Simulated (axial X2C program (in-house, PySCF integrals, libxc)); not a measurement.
# What spin–orbit coupling does to NiH⁺

Calculated with an in-house all-electron X2C program for linear molecules (integrals from PySCF). Spin-free means the one-electron spin-free X2C Hamiltonian; two-component (2c) means X2C with spin–orbit coupling and atomic mean-field two-electron Coulomb and Gaunt terms, so the difference of the two also holds small scalar two-electron terms. Basis: Ni dyall-cv3z [9s9p6d3f2g], H dyall-v3z [6s2p1d] (cores contracted in-house); Gaussian nuclei, density fitting, unrestricted open shells. Masses: Ni 57.935 u, H 1.008 u.

Spin-free state: M_S = 1, Λ = 2 (beyond evenly filled blocks: σα, δ+α, δ+β, δ-α); fragments Ni+ + H.

| level | Re (Å) | ωe (cm⁻¹) | De (eV) | μ (D) |
| --- | --- | --- | --- | --- |
| PBE0 | 1.469 | 2039.3 | 1.918 | -1.38 |
| HF | 1.556 | 1877.3 | 2.255 | -2.59 |
| MP2 | 1.460 | 2103.2 | 0.967 | n/a |
| CCSD | 1.464 | 2101.9 | 1.999 | n/a |
| CCSD(T) | 1.461 | 2099.8 | 1.931 | n/a |
| r2SCAN0 | 1.466 | 2076.0 | 1.927 | -1.65 |

Correlated methods: 10 electrons correlated (number of frozen shells: Ni 3 s, 2 p; H none), 182 virtual spin orbitals or spinors in MP2, 90 natural virtuals in coupled cluster.

Dipoles are positive if H is the positive end and refer to the centre of mass.

Two-component determinant lowest at the distance of the search:

Ω = 3 (⟨Sz⟩ = 1.00, ⟨Lz⟩ = 2.00 at HF); fragments Ni+ + H.

```csv
level,Re (Å),ωe (cm⁻¹),μ (D)
PBE0,1.469,2038.4,-1.38
HF,1.557,1876.2,-2.59
MP2,1.460,2101.3,n/a
CCSD,1.465,2099.2,n/a
CCSD(T),1.462,2097.1,n/a
r2SCAN0,1.466,2075.3,-1.65
```

From the two tables, how do the constants change at the CCSD(T) level (2c against spin-free)?

At the CCSD(T) level Re is unchanged within 0.001 Å and ωe drops by 2.7 cm⁻¹.

The state is one determinant whose occupation by symmetry is held fixed; it was picked as the lowest of a PBE0 search that is not exhaustive. Dissociation energies refer to the lowest single-determinant-based atoms at the same level and basis. De is not given where an atomic determinant may have missed its ground term or J level, or where the truncated virtual space spoils (T). Density functionals use the spin component along the axis (collinear). CCSD and (T) use frozen natural virtuals with an MP2 correction for the truncation; (T) itself is uncorrected, so its De runs slightly low. Other states lie close and PBE0, whose exact exchange favours high spin, may order them wrongly; the determinant shown need not be the ground state. The nearest other spin-free determinant of the search, M_S = 0, Λ = 0, lies 0.86 eV up at the distance of the search. The functionals have no current-density term, which raises determinants with orbital currents, atoms included. With several unpaired electrons one determinant need not be a pure state. The determinant is spin-polarised beyond a pure state at some levels (its spin-free form has ⟨S²⟩ too high), which makes Re and μ there less reliable. The T1 diagnostic is large, a sign of multireference character.
